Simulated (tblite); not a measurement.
Compound: C₂H₉PSSi₂.
Numbering: `[SiH3:1]/[CH:2]=[CH:3]\[S:4][SiH2:5][PH2:6]` (hydrogens: H7, H8, H9 on Si1; H10 on C2; H11 on C3; H12, H13 on Si5; H14, H15 on P6)

The geometry is computed with GFN2-xTB (gas phase).

**Question.** Give the optimised bond lengths and angles.

**Answer.** 
```tsv
bond	length (Å)
Si1–C2	1.881
C2=C3	1.325
C3–S4	1.761
S4–Si5	2.158
Si5–P6	2.239
Si1–H7, Si1–H8, Si1–H9	1.464
C2–H10	1.082
C3–H11	1.086
Si5–H12, Si5–H13	1.461
P6–H14, P6–H15	1.384
```

Bonds in one row agree within 0.01 Å and their mean is given. A selection of angles:
```tsv
angle	degrees
C2–Si1–H7	109.6
C2–Si1–H9	106.7
H7–Si1–H8	110.1
Si1–C2–C3	124.1
Si1–C2–H10	119.2
C3–C2–H10	116.7
C2–C3–S4	123.1
C2–C3–H11	123.2
S4–C3–H11	113.8
C3–S4–Si5	102.9
S4–Si5–P6	110.2
S4–Si5–H12	108.7
S4–Si5–H13	103.2
P6–Si5–H12	107.2
P6–Si5–H13	116.4
H12–Si5–H13	111.0
Si5–P6–H14	93.4
Si5–P6–H15	95.5
H14–P6–H15	92.9
```

Torsions: Si1–C2–C3–S4 1° (synperiplanar); C2–C3–S4–Si5 -171° (antiperiplanar); C3–S4–Si5–P6 -21° (synperiplanar). The mirror-image conformer, all signs reversed, is as good.

Si5 (SiH2 silicon) is distorted tetrahedral (angles from 103.2° to 116.4°). Of the pairs four or more bonds apart, P6···H11 is among the closest relative to their van der Waals radii: 2.57 Å, 86 % of the sum of Bondi's values. P6 (three-coordinate phosphorus) is pyramidal (angles 95.5°, 93.4° and 92.9°, sum 281.8°, 0.84 Å off the plane of its three neighbours). Si1 (SiH3 silicon) is tetrahedral (angles from 106.7° to 110.2°).

Point group: C1 (no symmetry element, even within 0.4 Å). Its GFN2-xTB frequencies are all real (lowest 20 cm⁻¹). One conformer, not necessarily the lowest (C2–C3–S4–Si5 -171°, C3–S4–Si5–P6 -21°, S4–Si5–P6–H -160° and -67°).
